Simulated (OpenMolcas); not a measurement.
## Pd3+: moving or changing the point charges

Pd3+ among 4 point charges of -2.5 e arranged as a tetrahedron (Td), 2.21 Å from the ion.
```
   1.2759    1.2759    1.2759  -2.50
   1.2759   -1.2759   -1.2759  -2.50
  -1.2759    1.2759   -1.2759  -2.50
  -1.2759   -1.2759    1.2759  -2.50
```

* Program: OpenMolcas 26.06
* Method: SS-CASPT2, IPEA 0.25 Eh, imaginary shift 0.1 Eh (closed shells correlated: 4s 4p)
* Basis: ANO-RCC-VDZP [6s5p3d1f]
* Scalar Hamiltonian: DKH2, point nucleus
* Active space: 7 electrons in 5 orbitals (4d)
* State averaging: 2S+1 = 4 even, 10 roots; 2S+1 = 2 even, 40 roots
* Spin-orbit coupling: state interaction with AMFI integrals over the reference wave functions

Runs around this geometry, states (labels of Td). Energies in cm-1 above the lowest state or level, χT in cm3 K/mol.

```
R (Å)  q (e)  Ground state  First state of that spin  First gap with spin-orbit (degeneracies)  χT at 300 K  First state of another spin
 2.21  -1.25           4A2                  4T2 1210                                860 (4, 4)        4.710                     2E 15370
 2.01   -2.5           4A2                  4T2 3330                               2620 (4, 4)        3.886                     2E 16240
 2.21   -2.5           4A2                  4T2 2070                               1580 (4, 4)        4.309                     2E 15920
 2.46   -2.5           4A2                  4T2 1310                                980 (4, 4)        4.628                     2E 15490
```

Taking the first state of the same spin as R^-n, n = -ln(1310 / 3330) / ln(2.46 / 2.01) = 4.6 between the shortest and longest distance.

Scaling the charges by -1.25 / -2.5 = 0.50 scales the first state of the same spin by 1210 / 2070 = 0.58; with fixed orbitals a first-order splitting would follow the charge.

Roots that are degenerate in the reference are averaged as groups; the widest CASPT2 spread within a group is 220 cm-1 (the 3-fold group of multiplicity 4 near 2260 cm-1 above the lowest state of its run, R = 2.21, q = -1.25). Shifts and gaps below about the spread of the groups concerned are not significant. Free-ion shares, where given, are those of the reference states; single-state CASPT2 does not remix them. Spin-orbit coupling mixes the spin-free states strongly: the lowest level takes only 53 % from its leading state, 4A2 (figures for R = 2.21, q = -1.25; the like holds for R = 2.21, q = -2.5, R = 2.46, q = -2.5). The ground term spreads over less than 5000 cm-1, several times less than with real ligands, so orbital moments are less quenched and χT lies further from the spin-only value than at real sites (holds for R = 2.21, q = -1.25; R = 2.21, q = -2.5; R = 2.46, q = -2.5). This is an electrostatic model: the charges have no orbitals. No measured value stands beside these numbers.
